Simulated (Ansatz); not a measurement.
The same path of CH₄AlClO (8 atoms, charge 0, multiplicity 1) was run twice with different band settings. The coordinate that changes most is the dihedral O1–Al2–C3–Cl4.

Level of theory: Ansatz 0.2.0, RKS PBE-D4/6-31G*.

Relaxed end points:

```xyz
8
Properties=species:S:1:pos:R:3
O -0.419 1.808 -1.033
Al -0.284 0.772 0.344
C 0.607 -0.989 0.249
Cl -1.082 -1.762 0.037
H -0.023 1.540 -1.881
H -0.938 1.296 1.693
H 1.199 -1.292 -0.627
H 1.033 -1.431 1.162
```

```xyz
8
Properties=species:S:1:pos:R:3
O -0.166 1.927 -0.880
Al -0.638 0.607 0.130
C 0.242 -1.160 0.027
Cl 1.294 -0.646 1.485
H 0.531 1.799 -1.547
H -1.807 0.888 1.168
H -0.305 -2.060 0.345
H 0.941 -1.412 -0.784
```

Common settings: movable images 5; climbing image yes; optimiser quadratic models (default); start path through a guess of the saddle point; force threshold 0.05 eV/Å; iteration limit 60; end points relaxed.

| run | spring |
| --- | --- |
| 1 | 5.0 eV/Å² |
| 2 | 0.5 eV/Å² |

Task: What does each run give, and how far can it be trusted?

Result: Run 1: converged after 17 iterations, highest image 0.045 eV above the first end. The profile has 2 maxima (images 1, 4) with wells between them (image 3): this band takes more than one step, which may be the mechanism or a detour left from its start path. A vibrational analysis at the climbing image gives one clearly imaginary mode, 70i cm⁻¹: a first-order saddle point.
Run 2: converged after 16 iterations, highest image 0.045 eV above the first end. The profile has 2 maxima (images 1, 5) with wells between them (image 3): this band takes more than one step, which may be the mechanism or a detour left from its start path. Another band between the same ends (5 images) ends at a top of the same energy, where a vibrational analysis finds 1 clearly imaginary mode.
